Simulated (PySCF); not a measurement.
GeH2, SMILES [GeH2] (connectivity only; charge and spin as stated), neutral, multiplicity 1.

Geometry optimised at PBE0-D3(BJ)/def2-TZVPD. The isomer is the one that the SMILES or the coordinates give; other isomers of the formula were not compared.

Two levels are set side by side: TDA-PBE/def2-TZVPD (PySCF) and ADC(3)/aug-cc-pVDZ (PySCF). Vertical, same geometry; the bases differ. Differences are taken from unrounded values.

| quantity | ADC(3) |
|---|---|
| lowest singlet excitation (eV) | 2.32 |

**Question.** What does TDA-PBE give, and how far is it from ADC(3)? (The exact figures need the calculation; the answer reports its results.)

**Answer.** 
```tsv
quantity	TDA-PBE	TDA-PBE minus ADC(3)
lowest singlet excitation (eV)	2.53	0.21
```

Rough cost on one machine, each run with all the roots and properties that it gave: ADC(3) against TDA-PBE about 40 times.
